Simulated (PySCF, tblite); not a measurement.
Computed geometry: GFN2-xTB, gas phase. One conformer each, none proved a minimum here. Atom numbers follow the mapped SMILES.

Question: Rank these C–N bonds from shortest to longest.
A. N3–C4 in `[cH:1]1[n:2][n:3][cH:4][s:5]1`
B. C2–N7 in `[F:1][c:2]1[cH:3][cH:4][n:5][n:6][n:7]1`
C. C2–N3 in `[CH2:1]=[CH:2][N:3]([CH2:4][CH3:5])[N:6]=[CH2:7]` with C1–C2–N3–C4 175°, C2–N3–C4–C5 -90°, C2–N3–N6–C7 175°
D. N6–C7 in `[CH3:1][CH:2]([CH3:3])[n:4]1[n:5][n:6][cH:7][c:8]1[C:9]([F:10])([F:11])[F:12]` with C1–C2–N4–N5 79°

Answer: A (1.281 Å), B (1.318 Å), D (1.340 Å), C (1.386 Å).

- 1.281 Å: aromatic, pyridine-type nitrogen to aromatic CH next to a ring nitrogen, in a 5-membered ring
- 1.318 Å: aromatic, aromatic C–F carbon to pyridine-type nitrogen, in a 6-membered ring
- 1.340 Å: aromatic, pyridine-type nitrogen to aromatic CH next to a ring nitrogen, in a 5-membered ring
- 1.386 Å: drawn single, ends: vinylic carbon bearing nitrogen; nitrogen bonded to 2 C and N

Question: Rank these C–C bonds from shortest to longest.
A. C5–C7 in `[cH:1]1[cH:2][p:3][c:4]([CH:5]2[CH2:6][CH2:7]2)[cH:8][p:9]1` with P3–C4–C5–C6 35°
B. C2–C3 in `[CH3:1][CH:2]([CH3:3])[n:4]1[n:5][n:6][cH:7][c:8]1[C:9]([F:10])([F:11])[F:12]` with C1–C2–N4–N5 79°
C. C1–C2 in `[CH2:1]=[CH:2][N:3]([CH2:4][CH3:5])[N:6]=[CH2:7]` with C1–C2–N3–C4 175°, C2–N3–C4–C5 -90°, C2–N3–N6–C7 175°
D. C2–C3 in `[F:1][c:2]1[cH:3][cH:4][n:5][n:6][n:7]1`

Answer: C (1.327 Å), D (1.391 Å), A (1.507 Å), B (1.524 Å).

- 1.327 Å: drawn double, terminal =CH2 carbon to vinylic carbon bearing nitrogen
- 1.391 Å: aromatic, aromatic C–F carbon to aromatic CH carbon, in a 6-membered ring
- 1.507 Å: drawn single, benzylic-type carbon to three-membered-ring carbon, in a 3-membered ring
- 1.524 Å: drawn single, sp3 carbon bound to nitrogen to methyl carbon

Question: Order these C–C–C angles, narrowest first.
A. C1–C2–C5 in `[CH2:1]=[C:2]1[CH2:3][SiH2:4][C@@H:5]1[CH2:6][CH2:7][CH3:8]` with Si4–C5–C6–C7 67°, C5–C6–C7–C8 179°, C1–C2–C3–Si4 -162°, C2–C3–Si4–C5 -10°, C3–Si4–C5–C6 130°, C1–C2–C5–Si4 162°
B. C5–C4–C8 in `[cH:1]1[cH:2][p:3][c:4]([CH:5]2[CH2:6][CH2:7]2)[cH:8][p:9]1` with P3–C4–C5–C6 35°
C. C1–C2–C3 in `[CH3:1][CH:2]([CH3:3])[n:4]1[n:5][n:6][cH:7][c:8]1[C:9]([F:10])([F:11])[F:12]` with C1–C2–N4–N5 79°

Answer: C (111.8°), B (117.8°), A (129.2°).
